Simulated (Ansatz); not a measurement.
Basis-set extrapolation for `FC(F)(F)O[SiH](Cl)Cl` (PBE0-D4/def2-TZVP geometry, frozen core, Ansatz). Multiplicity 1, RHF reference.

```json
{"": "HF", "def2-TZVPP": "-1619.964383", "def2-QZVPP": "-1620.017071"}
{"": "MP2 correlation", "def2-TZVPP": "-1.612640", "def2-QZVPP": "-1.764039"}
{"": "CCSD(T) correlation", "def2-TZVPP": "-1.710836", "def2-QZVPP": "not run"}
```

Energies in hartree. Use E(X) = E(∞) + A·exp(−7.88·√X) for Hartree–Fock and E(X) = E(∞) + B·X^(−2.97) for correlation, with X = 3 and 4, and add CCSD(T) minus MP2 of the smaller set to the MP2 limit.

Task: What is the CCSD(T) energy at the basis-set limit?

Result: HF limit: -1620.017071 + (-0.052688) × 0.13774 = -1620.02433. MP2 limit: -1.764039 + (-0.151399) × 0.74074 = -1.87619. Higher-order term: -1.710836 − (-1.612640) = -0.09820. Total: -1621.99872 hartree, 203.0 kcal/mol below CCSD(T)/def2-TZVPP.
